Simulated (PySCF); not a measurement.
Electronic structure of As (arsenic, neutral) at the UHF level

Configuration: [Ar] 3d10 4s2 4p2 5s1, high-spin 4P determinant (an excited configuration). Calculation: PySCF 2.14, in x2c-TZVPPall with one added diffuse shell each of s, p, d type (7s6p5d1f, 57 functions); scalar relativity by spin-free X2C-1e.

```
Total energy                                                  : -2258.767112 hartree
One-electron energy                                           : -3141.1039 hartree
Hartree (Coulomb) energy                                      : 964.9290 hartree
Exchange energy                                               : -82.5922 hartree
⟨S²⟩                                                          : 3.7586
⟨L²⟩                                                          : 2.037
Sum of ⟨r⟩                                                    : 26.84 bohr
Sum of ⟨r²⟩                                                   : 59.21 bohr²
Traceless quadrupole moment −½Σ⟨3z² − r²⟩ along its main axis : 1.57 e·bohr²
Langevin diamagnetic susceptibility                           : -46.9 ×10⁻⁶ cm³/mol
```

| shell | electrons | mean orbital energy (hartree) | spread (hartree) | rms radius, mean of both spins (bohr) |
| --- | --- | --- | --- | --- |
| 1s α | 1 | -439.11044 | 0 | 0.0524 |
| 1s β | 1 | -439.10322 | 0 | 0.0524 |
| 2s α | 1 | -57.93904 | 0 | 0.219 |
| 2s β | 1 | -57.93539 | 0 | 0.219 |
| 2p α | 3 | -50.64880 | 0.00207 | 0.196 |
| 2p β | 3 | -50.64196 | 0.00610 | 0.196 |
| 3s α | 1 | -8.44697 | 0 | 0.639 |
| 3s β | 1 | -8.43310 | 0 | 0.639 |
| 3p α | 3 | -6.10526 | 0.00195 | 0.667 |
| 3p β | 3 | -6.08878 | 0.01996 | 0.667 |
| 3d α | 5 | -2.23487 | 0.01204 | 0.749 |
| 3d β | 5 | -2.22663 | 0.02008 | 0.749 |
| 4s α | 1 | -0.92051 | 0 | 2.06 |
| 4s β | 1 | -0.72654 | 0 | 2.06 |
| 4p α | 2 | -0.47435 | 0 | 2.58 |
| 5s α | 1 | -0.10447 | 0 | 5.29 |

The outer electron is Rydberg-like, and this basis confines it to a smaller radius and binds it less than a complete one would.

Densities and radii are taken from the X2C orbitals without a picture-change correction, which distorts them close to the nucleus.

Spin-orbit constants ζ (cm⁻¹) from the X2C one-electron operator on these orbitals: bare nucleus, nucleus screened by l(l+1)(2l+1)/3 electrons, and screened by the Breit-Pauli mean field of the electrons.

| shell | bare | screened nucleus | mean field |
| --- | --- | --- | --- |
| 2p | 202600 | 190400 | 184700 |
| 3p | 27980 | 26290 | 25360 |
| 3d | 3195 | 2227 | 2062 |
| 4p | 1620 | 1522 | 1457 |

To first order the Landé constant is A = 485.8 cm⁻¹, so the lowest level has J = 1/2 and lies 0.151 eV below the centre of the term. This holds in LS coupling only.
